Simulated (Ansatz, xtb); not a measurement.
## BClGe2H4: which of two structures lies lower

Structure X: a singlet given by its coordinates. Structure Y: a singlet given by its coordinates. Both are isolated molecules in the gas phase, relaxed with BLYP-D3(BJ)/def2-SVP.

X (Å):

```xyz
8

B    -0.3358   -1.9345   -0.7256
Cl   -1.0100   -0.8032    2.2379
Ge    0.9196   -0.9665    0.7232
Ge   -1.0844   -2.9375    1.0197
H     1.7256   -1.8816    1.7548
H    -1.1753   -1.1346   -1.0823
H     0.2273   -2.6306   -1.5488
H    -0.0303   -3.6087    2.0145
```

Close contacts (Å): B1–Ge3 2.15, B1–Ge4 2.15, Cl2–Ge3 2.46, Cl2–Ge4 2.46, B1–H6 1.21, B1–H7 1.22, Ge3–H5 1.60, Ge4–H8 1.60.

Y (Å):

```xyz
8

B    -0.2634   -0.5118   -0.1366
Cl   -2.9364   -0.8356   -1.8521
Ge   -1.9457   -1.6206    0.2119
Ge   -0.8151    0.6467   -1.7288
H    -2.1698   -3.1566    0.0029
H    -3.0272   -1.1501    1.2355
H     0.5769   -0.2735    0.7046
H     0.2458   -1.0394   -1.2074
```

Close contacts (Å): B1–Ge3 2.04, B1–Ge4 2.04, Cl2–Ge3 2.42, Cl2–Ge4 2.59, B1–H7 1.21, B1–H8 1.30, Ge3–H5 1.57, Ge3–H6 1.56, Ge4–H8 2.06.

Quicker runs give these differences E(Y) − E(X): GFN2-xTB +5.79 kcal/mol; HF/STO-3G −21.18 kcal/mol (at GFN2-xTB geometries); r2SCAN-D4/def2-SVP +5.19 kcal/mol (at GFN2-xTB geometries).

Problem. Estimate which is lower in electronic energy at CCSD(T)/def2-SVP + ΔMP2/def2-TZVPP, and by roughly how much.

Solution. Too close to call at this level: CCSD(T)/def2-SVP + ΔMP2/def2-TZVPP gives E(Y) − E(X) = −0.71 kcal/mol.

How the difference moves with the method:

```csv
level,geometry,E(Y) − E(X) (kcal/mol),departure from the last row (kcal/mol),"job, with rough time for the two"
GFN2-xTB,GFN2-xTB,+5.79,+6.50,"optimisation, 0.37 s"
HF/STO-3G,GFN2-xTB,−21.18,−20.47,"single point, 0.63 s"
r2SCAN-D4/def2-SVP,GFN2-xTB,+5.19,+5.90,"single point, 4.1 s"
BLYP-D3(BJ)/def2-SVP,BLYP-D3(BJ)/def2-SVP,+1.57,+2.28,"optimisation, 49 s"
HF/def2-SVP,BLYP-D3(BJ)/def2-SVP,−14.97,−14.26,part of the CCSD(T) run
MP2/def2-SVP,BLYP-D3(BJ)/def2-SVP,−4.74,−4.02,part of the CCSD(T) run
CCSD(T)/def2-SVP,BLYP-D3(BJ)/def2-SVP,−3.66,−2.95,single point
CCSD(T)/def2-SVP + ΔMP2/def2-TZVPP,BLYP-D3(BJ)/def2-SVP,−0.71,,"single point, 44 s"
```

The largest departure from CCSD(T)/def2-SVP + ΔMP2/def2-TZVPP is that of HF/STO-3G, 20.47 kcal/mol. The last row adds to CCSD(T) the change of the MP2 difference between the two basis sets, here +2.95 kcal/mol.

With harmonic frequencies from BLYP-D3(BJ)/def2-SVP (ideal gas, rigid rotor, one conformer each, 600 K, 1 atm): the zero-point term adds +0.03 kcal/mol; ΔH is −0.90 and ΔG −0.80 kcal/mol.

The correlated steps freeze 24 core orbitals; the filled d shell of Ge is correlated, in a basis made for valence electrons. Mirror images aren't counted in ΔG. Run with Ansatz 0.2.0, xtb 6.7.1; the last row on 2 threads of Arm Neoverse V2 on a shared host.
